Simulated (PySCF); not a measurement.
# Continuum solvent and chemical shifts

Atoms are numbered as in `[CH3:1][CH2:2][c:3]1[cH:4][n:5][n:6]([CH2:7][CH3:8])[n:9]1` (H(Xn): hydrogen on atom n).

GIAO PBE0/pcSseg-1 in PySCF 2.14 on one PBE0-D3(BJ)/def2-SVP conformer, non-relativistic, equivalent nuclei averaged. Solvents enter as an IEF-PCM continuum (chloroform with ε = 4.7) around the gas-phase geometry. Shifts are referred to TMS computed in the same medium.

Gas phase, δ in ppm: C3 154.1, C4 136.8, C7 50.9, C2 22.3, C1 19.4, C8 18.1, H(C4) 7.32, H(C7) 4.14, H(C2) 2.57, H(C8) 1.34, H(C1) 1.18. Dipole moment 0.54 D.

**Question.** How does each δ change in the continuum?

**Answer.** 
```
atoms                                          environment  Δδ, chloroform
   C3  substituted aromatic carbon next to a ring nitrogen            +2.0
   C4                  aromatic CH next to a ring nitrogen            +1.4
   C7                                  sp3 CH2 bonded to N            +1.0
   C2                          sp3 CH2 on an aromatic ring            +0.3
   C1                                        methyl carbon            +0.3
   C8                                        methyl carbon            +0.6
H(C4)   hydrogen on an aromatic CH next to a ring nitrogen           +0.19
H(C7)                   hydrogen on an sp3 CH2 bonded to N           +0.09
H(C2)           hydrogen on an sp3 CH2 on an aromatic ring           +0.07
H(C8)                          hydrogen on a methyl carbon           +0.03
H(C1)                          hydrogen on a methyl carbon           +0.02
```

Changes are relative to the gas phase. The dipole moment becomes 0.55 D in chloroform.

**Question.** Which of the listed nuclei move most (in ppm), and what does the model miss? (N and O are left out, as their reference compounds move with the solvent too.)

**Answer.** C3 (substituted aromatic carbon next to a ring nitrogen, +2.0 ppm) in chloroform. A continuum only polarises the solute; specific hydrogen bonds, the anisotropy of aromatic solvents and changes of geometry or conformer are outside it.
